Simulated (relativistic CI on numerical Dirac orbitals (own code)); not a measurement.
# The spin-orbit constant of V3+ from its measured fine structure

Problem. The ground term 3F of V3+ (3s2.3p6.3d2) has the measured levels J = 2: 0.0, J = 3: 325.4, J = 4: 734.7 cm⁻¹ (Sugar and Corliss, J. Phys. Chem. Ref. Data 7, 1191 (1978)). Test the interval rule and estimate ζ(3d).

Working.
1. In LS coupling E(J) − E(J − 1) = AJ. The intervals give A = 108.5 (J = 3), 102.3 (J = 4) cm⁻¹.
2. These values spread by 6 % of their mean, so the rule holds well.
3. The whole width divided by the sum of the upper J values gives a mean A = 105.0 cm⁻¹.
4. For the Hund term of a shell that is less than half full, A = +ζ/2S with 2S = 2, so ζ = 210 cm⁻¹.

Check. The value calculated from Dirac-Coulomb-Breit radial functions of this configuration is ζ = 195 cm⁻¹, 7 % below the estimate from measurement. The same recipe applied to the calculated levels returns 197 cm⁻¹, which shows the bias of the recipe itself.
